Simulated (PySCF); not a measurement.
Run record: excited-state job, `C1C[P@@H](=[Se])C=C1C`.

Method: TDDFT wB97X-D/def2-SVPD, vertical, gas phase, core orbitals frozen in the response (PySCF 2.14.0, density-fitted response routines). Geometry: GFN2-xTB. The command runs a driver script over a list of jobs; the input below is this job's line of settings and its coordinates in Å.

Command:
```bash
OMP_NUM_THREADS=1 python probes_run.py task.json out
```

Input:
```
{"job": {"kind": "uv", "xc": "wB97X-D", "basis": "def2-SVPD", "nstates": 8, "ntriplets": 3}, "charge": 0, "multiplicity": 1}
C      2.159080     0.417346     0.543032
C      0.727553     0.275008     0.160060
C     -0.185048     1.245580     0.215575
P     -1.822749     0.669201    -0.264139
Se    -3.472609     1.159273     0.900432
C     -1.270358    -1.090870    -0.319851
C      0.259019    -1.052846    -0.375614
H      2.800304     0.125044    -0.287516
H      2.386161    -0.241261     1.380915
H      2.389275     1.440198     0.827444
H     -0.009541     2.245534     0.576858
H     -1.934757     1.024559    -1.616088
H     -1.617053    -1.547319     0.612666
H     -1.722073    -1.637161    -1.148903
H      0.606881    -1.147793    -1.408509
H      0.698314    -1.875550     0.192227
```

Task: What does the run print?

Result: 
```
coarse grid: 61896 points
cycle   1  E = -2938.2664066527  dE =  3.633e-01  |g| = 4.094e-01  |ddm| = 6.607e+00
cycle   2  E = -2938.2893532217  dE = -2.295e-02  |g| = 3.622e-01  |ddm| = 1.679e+00
cycle   3  E = -2938.3291746964  dE = -3.982e-02  |g| = 6.741e-02  |ddm| = 8.239e-01
cycle   4  E = -2938.3299954183  dE = -8.207e-04  |g| = 1.928e-02  |ddm| = 1.624e-01
cycle   5  E = -2938.3300846823  dE = -8.926e-05  |g| = 8.597e-03  |ddm| = 7.119e-02
cycle   6  E = -2938.3301045674  dE = -1.989e-05  |g| = 1.457e-03  |ddm| = 2.104e-02
cycle   7  E = -2938.3301053782  dE = -8.108e-07  |g| = 8.545e-04  |ddm| = 6.378e-03
final grid: 129392 points
cycle   8  E = -2938.3294520956  dE = -1.272e-06  |g| = 7.779e-04  |ddm| = 1.710e-02
cycle   9  E = -2938.3294520951  dE =  4.234e-10  |g| = 8.762e-04  |ddm| = 3.811e-03
cycle  10  E = -2938.3294522832  dE = -1.881e-07  |g| = 6.592e-05  |ddm| = 1.771e-03
cycle  11  E = -2938.3294522859  dE = -2.681e-09  |g| = 4.526e-05  |ddm| = 3.748e-04
cycle  12  E = -2938.3294522866  dE = -7.481e-10  |g| = 1.165e-05  |ddm| = 1.486e-04
converged SCF energy = -2938.3294522866

Static polarisability (au): isotropic 113.747, principal 88.708 99.869 152.664

Singlet excitations
state   eV       nm        f      main configurations
  1   4.7660    260.1   0.02375   H->L 0.59, H-1->L 0.21
  2   4.8638    254.9   0.00609   H-1->L 0.61, H->L 0.17
  3   5.1974    238.6   0.00125   H-1->L+1 0.57, H-1->L+2 0.19, H-1->L 0.10
  4   5.3108    233.5   0.01485   H->L+1 0.45, H->L+2 0.25, H->L 0.14
  5   5.6091    221.0   0.00697   H->L+4 0.52, H->L+5 0.16
  6   5.9967    206.8   0.10295   H-1->L+4 0.40, H-1->L+5 0.13, H-1->L+2 0.10
  7   6.1539    201.5   0.05064   H->L+3 0.77, H->L+6 0.10
  8   6.2242    199.2   0.09258   H-1->L+3 0.69, H-1->L+6 0.09

Triplet excitations (Tamm-Dancoff, eV): 4.2755 4.4553 4.5381
```

The SCF starts on a coarse grid where the log names one; the energy can jump when the final grid takes over, and dE then counts from the start density on the new grid. H and L stand for HOMO and LUMO; the number after each pair is its weight.

Task: Give S1 in cm⁻¹ and kJ/mol.

Result: 4.7660 eV × 8065.54 = 38440 cm⁻¹; × 96.485 = 459.8 kJ/mol.

In short: HOMO -7.77 eV, LUMO 1.03 eV; lowest singlet 4.77 eV; lowest triplet 4.28 eV (Tamm–Dancoff); mean polarisability 113.7 au.

 Relativistic effects, spin–orbit coupling among them, are left out although an element past zinc is present.

The run took about 2.2 min of CPU time (one thread, shared machine).

One conformer stands for the species.
Labels such as C1 count atoms from 1, the log's own numbers from 0.

Note: wB97X-D ran without an empirical dispersion term, which enters the total energy and its gradient alone.
